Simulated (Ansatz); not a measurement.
One geometry of Ge3F5⁻, several levels of theory.

```yaml
crystal:
  periodic: [false, false, false]
  atoms:
    - {symbol: Ge, position_ang: [-1.755699, 0.007752, -0.588949]}
    - {symbol: Ge, position_ang: [0.760635, -1.547915, 1.070519]}
    - {symbol: Ge, position_ang: [0.790425, 0.743411, -0.254576]}
    - {symbol: F, position_ang: [-2.351905, 1.176907, 0.576128]}
    - {symbol: F, position_ang: [-1.168852, -1.202735, 0.881935]}
    - {symbol: F, position_ang: [0.736793, -2.262849, -0.549947]}
    - {symbol: F, position_ang: [1.874045, 0.796370, -1.615839]}
    - {symbol: F, position_ang: [1.114568, 2.289059, 0.480729]}
basis:
  gaussian: {orbitals: def2-TZVP, initial_orbitals: start.molden}
total_charge: -1
hamiltonian: {xc: lda}
scf: {omitted_lower_state_checks: [starts]}
output: {orbitals: {seedname: orbitals}}
```

The file start.molden holds the orbitals of an earlier run on this structure, at another level or in another basis.

```sh
$ ansatz run in.yaml --threads 4 --pin off --events-out ev --progress --plain --max-ram 6963MiB
```

Shortened log:

```
Functional definition: SPW92
1854 factors; their error is unknown
mean field evaluation 1: about -182809.7349 eV, gradient 6.9e1 eV
mean field evaluation 2: about -182810.6808 eV, gradient 1.6e0 eV
mean field evaluation 4: about -182810.6646 eV, gradient 1.6e-1 eV
mean field evaluation 8: about -182810.6646 eV, gradient 1.3e-5 eV
mean field -182810.66464321 eV, -6718.1680121189 hartree, gradient 1.3e-5 eV, S^2 0.000000; 0 other end points of the search recorded, 0 dependent functions left out
reference -182810.66467516 eV, -6718.1680132932 hartree; 71, 71 occupied and 228, 228 virtual orbitals, 1854 factors
Total energy: -182810.66467516 eV, -6718.1680132932 hartree
Checks for a lower state left out: starts
```

It took 3 s on 4 threads of Arm Neoverse V1 on a shared host.

As the first input, with `gaussian: {orbitals: def2-TZVP}`, `hamiltonian: {xc: pbe0, dispersion: d4}` (abridged; 13 s):

```
Functional definition: PBE0
mean field evaluation 16: about -183118.9277 eV, gradient 2.0e-4 eV
mean field -183118.92769436 eV, -6729.4964703006 hartree, gradient 4.3e-5 eV, S^2 0.000000
Total energy: -183119.21130690 eV, -6729.5068928691 hartree
Checks for a lower state left out: starts
```

The first input with `hamiltonian: {xc: pbe, dispersion: d4}` (abridged; 4.9 s):

```
Functional definition: PBE
mean field -183115.21804363 eV, -6729.3601431507 hartree, gradient 7.5e-5 eV, S^2 0.000000
Total energy: -183115.54723056 eV, -6729.3722405474 hartree
Checks for a lower state left out: starts
```

Geometry: r2SCAN-D4/def2-SVP, that of the neutral doublet.

At PBE-D4/def2-TZVP the highest occupied level of the charge -1 singlet lies above zero (up to 0.05 eV). By energy differences its removal costs 2.40 eV (vertical, to the charge 0 doublet, at PBE-D4/def2-TZVP); self-interaction error and the lack of diffuse functions both raise the level. The structure comes from a short search, and lower isomers may exist.
